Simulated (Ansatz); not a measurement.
`[BH2][GeH2][BH]N` + H–F → `[BH2][GeH2][F]` + `BN` at 700 K and 1 bar (cleavage of the Ge–B bond).

Calculated with Ansatz (gas phase, PBE0-D4/def2-TZVP geometries, no zero-point term in ΔE). CCSD(T)/CBS adds triple-zeta CCSD(T) − MP2 to the extrapolated MP2 energy (def2 sets, frozen cores). This one scheme is used for every species. For Ge outer-core shells are correlated without core-valence functions, which leaves a few kJ/mol of doubt a bond. Scalar relativity is left out up to krypton. One conformer a species, not always the lowest.

```json
{"species": "`[BH2][GeH2][BH]N`", "CCSD(T)/CBS energy (Eh)": "-2184.61531", "H − E (kJ/mol)": "281.5", "S (J/(mol·K))": "475.6"}
{"species": "H–F", "CCSD(T)/CBS energy (Eh)": "-100.39570", "H − E (kJ/mol)": "45.2", "S (J/(mol·K))": "198.5"}
{"species": "`[BH2][GeH2][F]`", "CCSD(T)/CBS energy (Eh)": "-2203.09407", "H − E (kJ/mol)": "155.9", "S (J/(mol·K))": "387.5"}
{"species": "`BN`", "CCSD(T)/CBS energy (Eh)": "-81.93499", "H − E (kJ/mol)": "163.7", "S (J/(mol·K))": "282.2"}
```

H − E and S are ideal-gas, rigid-rotor, harmonic terms from PBE0-D4/def2-TZVP, for one conformer and one mirror image of each species. 1 Eh = 2625.50 kJ/mol, R = 8.31446 J/(mol·K).

Question: By hand: ΔE, ΔH, ΔS and ΔG.

Answer: ΔE = (-2203.09407) + (-81.93499) − (-2184.61531) − (-100.39570) = -0.01805 Eh = -47.4 kJ/mol. Δ(H − E) = 155.9 + 163.7 − 281.5 − 45.2 = -7.1, so ΔH = -54.5 kJ/mol. ΔS = 387.5 + 282.2 − 475.6 − 198.5 = -4.4 J/(mol·K). ΔG = -54.5 − 700 × (-4.4)/1000 = -51.4 kJ/mol.

Question: By hand: the equilibrium constant, and the temperature at which ΔG would vanish if ΔH and ΔS stayed fixed.

Answer: log₁₀ K = −ΔG/(RT ln 10) = 3.8. ΔG = 0 at ΔH/ΔS = 12386 K, far beyond where these terms or the molecules hold.

The number of gas molecules stays the same, so ΔS is small and ΔH decides. A doubt of 5 kJ/mol in ΔE shifts log₁₀ K by 0.4 here. Other conformers and mirror images would add mixing entropy, several J/(mol·K) or more a flexible species. Modes under 60 cm⁻¹, often nearly free rotors, make the harmonic entropy too high. These are equilibria of isolated gas molecules and say nothing of rates. Largest T1 diagnostic: 0.014 (customary marks: 0.02 for closed shells, 0.045 for open ones).
